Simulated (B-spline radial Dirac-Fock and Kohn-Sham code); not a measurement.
# M3 emission of Nd⁺

System: neodymium as Nd⁺ in the configuration 1s2 2s2 2p6 3s2 3p6 3d10 4s2 4p6 4d10 4f4 5s2 5p6 6s1.

Level of theory: independent-particle rates on relativistic LDA orbitals of the hole state (multipoles up to L = 3, Coulomb Auger matrix elements, transition energies from Dirac-Fock); an atomic code on a B-spline grid.

```
 line  multipole  energy (eV)  width (meV)  share (%)
M3-M4         E1        300.0       0.0704      0.771
M3-M5         E1        321.9        0.802       8.78
M3-N1         E1        974.3         1.50       16.4
M3-N2         E2       1041.7      0.00208     0.0227
M3-N3         E2       1064.2      0.00184     0.0201
M3-N4         E1       1176.4        0.704       7.70
   Mγ         E1       1180.3         5.76       63.0
M3-O1         E1            –        0.271       2.97
M3-N7         E2       1300.3      0.00596     0.0653
M3-P1         E1       1301.3       0.0218      0.239
```

The listed lines hold 100.0 % of the radiative rate. A dash stands for an energy that rests on an unreliable hole state. The radiative width is 0.00914 eV in the length form and 0.00886 eV in the velocity form; the two differ because the transition energies are not eigenvalue differences of the potential that gave the orbitals.

Values without a named source are computed, but for edge energies of neutral atoms, which are taken from tables.
